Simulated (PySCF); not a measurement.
# Hartree-Fock beside MP2: BGeH3N cation

All numbers below are calculated, not measured. They come from PySCF 2.14.0, an open-source quantum chemistry program, on an isolated molecule that a program drew, which may never have been made. The molecule is BGeH3N cation (charge +1, singlet), drawn as the SMILES string `B=[N][GeH2+]`.

The geometry was optimised and harmonic frequencies were computed with HF and MP2, all in the cc-pVDZ basis, for the commonest isotopes, with a restricted reference for singlets and an unrestricted one otherwise, and a frozen core in MP2. Germanium has the cc-pVDZ-PP basis, with a core potential (ECP10MDF) in place of its 10 inner electrons, and its 3s, 3p and 3d shells are frozen in MP2. Each result is a local minimum of its method.

Geometry at the HF minimum:
```xyz
6
BGeH3N cation, angstrom
B    -1.8653    2.6725   -1.6139
N    -1.2322    2.0416   -0.7183
Ge   -0.3753    1.1869    0.4923
H    -2.4505    3.2560   -2.4409
H     0.1445   -0.1899    0.1696
H    -0.1749    1.8456    1.8324
```

Lengths of the bonds as drawn, in Å (atoms numbered as above):
| bond | HF | MP2 |
|---|---|---|
| B1-N2 | 1.265 | 1.288 |
| N2-Ge3 | 1.712 | 1.740 |
| B1-H4 | 1.169 | 1.178 |
| Ge3-H5 | 1.507 | 1.515 |
| Ge3-H6 | 1.507 | 1.515 |

Rotational constants, in GHz:
```
constant     HF    MP2
       A  143.1  139.4
       B  4.133  4.004
       C  4.017  3.892
```

Harmonic frequencies in cm^-1, each column in rising order, so a row needn't be the same motion in every method:
| rank | HF | MP2 |
|---|---|---|
| 1 | 141 | 119 |
| 2 | 157 | 137 |
| 3 | 671 | 629 |
| 4 | 715 | 665 |
| 5 | 738 | 682 |
| 6 | 827 | 736 |
| 7 | 836 | 756 |
| 8 | 932 | 876 |
| 9 | 1886 | ? |
| 10 | 2354 | 2280 |
| 11 | 2377 | 2317 |
| 12 | 3014 | 2926 |

**Estimate the missing MP2 frequency from the HF column.**

A single factor s that minimises the squared misfit of MP2 against s times HF over the other rows is sum(HF x MP2) / sum(HF^2) = 0.9631, with an rms misfit of 30 cm^-1. For rank 9 it gives 0.9631 x 1886 = 1816 cm^-1. The calculation gives 1787 cm^-1, 29 cm^-1 below the estimate. The drawn bonds are on average 1.1 % longer in MP2 than in HF.
